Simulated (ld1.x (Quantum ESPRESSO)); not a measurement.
**Pseudopotential generation for phosphorus (P): TM, PBE, non-relativistic.**

The input file (ld1.x (Quantum ESPRESSO) 7.5):

```
&input
   title='P', zed=15., rel=0, dft='PBE', iswitch=3,
   config='[Ne] 3s2 3p3 3d-2',
   nld=3, rlderiv=0.65, eminld=-15.0, emaxld=5.0, deld=0.04
 /
 &inputp
   pseudotype=2, tm=.true., lloc=-2, rcloc=0.55,
   nlcc=.false.,
   file_pseudopw='P.UPF', file_wfcaegen='ae.wfc', file_wfcncgen='nc.wfc', file_beta='beta', file_chi='chi'
 /
3
2S  1  0   2.00   0.00  0.55  0.55  0.0
2P  2  1   6.00   0.00  0.55  0.55  0.0
3D  3  2  -2.00   0.45  0.60  0.60  0.0
 &test
   configts(1)='2s2 2p6 3s2 3p3'
 /
```

Command:

```bash
ld1.x < P.in > P.out
```

Output (shortened: banner, matrices, multipoles, cross overlaps and the repeated all-electron block are left out):

```
Program LD1 v.7.5
     --------------------------- All-electron run ----------------------------

     P

     atomic number is 15.00
     dft =PBE   lsd =0 sic =0 latt =0  beta=0.20 tr2=1.0E-14
     Exchange-correlation= PBE
                           (   1   4   3   4   0   0   0)
     mesh =1147 r(mesh) = 101.18493 a.u. xmin = -7.00 dx = 0.01250
     1 Ry =  13.60569312 eV

     n l     nl                  e(Ry)          e(Ha)          e(eV)
     1 0     1S 1( 2.00)      -152.7160       -76.3580     -2077.8067
     2 0     2S 1( 2.00)       -12.7198        -6.3599      -173.0613
     2 1     2P 1( 6.00)        -9.1512        -4.5756      -124.5080
     3 0     3S 1( 2.00)        -1.0213        -0.5106       -13.8952
     3 1     3P 1( 3.00)        -0.4055        -0.2028        -5.5176

     final scf error:  1.8E-15 reached in  26 iterations

     Etot =    -682.095522 Ry,    -341.047761 Ha,   -9280.382359 eV

     Ekin =     681.146967 Ry,     340.573484 Ha,    9267.476609 eV
     Encl =   -1623.813718 Ry,    -811.906859 Ha,  -22093.111137 eV
     Eh   =     306.420233 Ry,     153.210117 Ha,    4169.059659 eV
     Exc  =     -45.849005 Ry,     -22.924502 Ha,    -623.807490 eV

     normalization and overlap integrals

     s(1S/1S) =  1.000000  <r> =   0.1040  <r2> =    0.0145  r(max) =   0.0684
     s(2S/2S) =  1.000000  <r> =   0.5217  <r2> =    0.3244  r(max) =   0.4187
     s(2P/2P) =  1.000000  <r> =   0.4858  <r2> =    0.2963  r(max) =   0.3559
     s(3S/3S) =  1.000000  <r> =   1.9015  <r2> =    4.2098  r(max) =   1.5753
     s(3P/3P) =  1.000000  <r> =   2.3723  <r2> =    6.7831  r(max) =   1.8302

     ------------------------ End of All-electron run ------------------------

     --------------------- Generating NC pseudopotential ---------------------

      Generating local potential from pseudized AE potential:
      Matching radius rcloc =   0.5500
      Enforcing V''(0)=0 (lloc=-2)

      Local pseudo, rcloc= 0.544 Estimated cut-off energy=   100.94 Ry

      Wfc   2S  rcut= 0.544  Using Troullier-Martins method

      Wfc   2P  rcut= 0.544  Using Troullier-Martins method

      Wfc   3D  rcut= 0.602  Using Troullier-Martins method

     ------------------- End of pseudopotential generation -------------------

     Computing logarithmic derivative in   0.65261
     Computing logarithmic derivative in   0.65261
     Computing the partial wave expansion
     R is outside the sphere for l=    0 j= 0.00
     R is outside the sphere for l=    1 j= 0.00
     R is outside the sphere for l=    2 j= 0.00

     ---------------------- Testing the pseudopotential ----------------------

     P

     atomic number is 15.00   valence charge is 13.00
     dft =PBE   lsd =0 sic =0 latt =0  beta=0.20 tr2=1.0E-14
     mesh =1147 r(mesh) = 101.18493 xmin = -7.00 dx = 0.01250

     n l     nl             e AE (Ry)        e PS (Ry)    De AE-PS (Ry)
     1 0     2S   1( 2.00)      -12.71977      -12.71977        0.00000
     2 1     2P   1( 6.00)       -9.15117       -9.15117       -0.00000
     2 0     3S   1( 2.00)       -1.02128       -1.02017       -0.00111
     3 1     3P   1( 3.00)       -0.40553       -0.40209       -0.00344

     eps = 3.7E-15  iter = 28

     Etot =    -682.095522 Ry,    -341.047761 Ha,   -9280.382359 eV
     Etotps =  -249.544530 Ry,    -124.772265 Ha,   -3395.226300 eV

     Ekin =     192.266178 Ry,      96.133089 Ha,    2615.914621 eV
     Encl =    -514.544674 Ry,    -257.272337 Ha,   -7000.736936 eV
     Ehrt =     173.650843 Ry,      86.825422 Ha,    2362.640086 eV
     Ecxc =     -25.809317 Ry,     -12.904659 Ha,    -351.153651 eV
     Epseu=     -75.107561 Ry,     -37.553780 Ha,   -1021.890420 eV

     ---------------------- End of pseudopotential test ----------------------
```

Generation and configuration tests took about 2 s on one core of a shared server CPU.
